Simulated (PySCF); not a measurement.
C2H9NSi, SMILES CN(C)[SiH3]. Geometry: PBE-D3(BJ)/def2-SVP.

Problem. Give the equilibrium geometry at PBE-D3(BJ)/def2-SVP (PySCF confirms it by a frequency run) as bond lengths and angles, and its point group. (Estimate from the structure and the level; the computed values follow.)

Solution. point group Cs.
Atoms: Si1 N2 C3 H4 H5 H6 C7 H8 H9 H10 H11 H12 H13. Bonded distances (Å): Si1–N2 1.750, Si1–H11 1.517, Si1–H12 1.505, Si1–H13 1.505, N2–C3 1.450, N2–C7 1.450, C3–H4 1.109, C3–H5 1.115, C3–H6 1.119, C7–H8 1.115, C7–H9 1.109, C7–H10 1.119. Angles (°): N2–Si1–H11 116.0, N2–Si1–H12 107.7, N2–Si1–H13 107.7, H11–Si1–H12 107.2, H11–Si1–H13 107.2, H12–Si1–H13 111.2, Si1–N2–C3 120.8, Si1–N2–C7 120.8, C3–N2–C7 114.2, N2–C3–H4 110.6, N2–C3–H5 110.6, N2–C3–H6 113.4, H4–C3–H5 107.4, H4–C3–H6 107.6, H5–C3–H6 106.9, N2–C7–H8 110.6, N2–C7–H9 110.6, N2–C7–H10 113.4, H8–C7–H9 107.4, H8–C7–H10 106.9, H9–C7–H10 107.6.
Charge 0, spin multiplicity 1.
